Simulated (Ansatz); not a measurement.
CHCl (SMILES [CH]Cl) moved off its minimum; all values from Ansatz (a first-principles code), cores frozen in correlated methods.
(charge 0, multiplicity 1)
```xyz
3

C     -1.02039     0.51364     0.01585
Cl     0.42110    -0.21161    -0.02178
H     -1.76422    -0.20148     0.01823
```

Forces at B3LYP/def2-TZVPP (eV/Å):

```tsv
atom	Fx	Fy	Fz
C1	0.076	3.277	0.050
Cl2	1.589	-1.098	-0.046
H3	-1.665	-2.179	-0.004
```

Task: Give the forces (eV/Å), the total energy and the dipole at CCSD(T)/aug-cc-pV(T+d)Z.

Result: 
```
atom      Fx      Fy      Fz
----  ------  ------  ------
C1    -0.009   3.420   0.054
Cl2    1.724  -1.175  -0.050
H3    -1.714  -2.245  -0.004
```
Energy -498.2319 hartree, dipole 1.69 D.

Doubts at one or more of the structures used: a restricted determinant that unrestricted orbitals would lower (CCSD(T)/aug-cc-pV(T+d)Z).
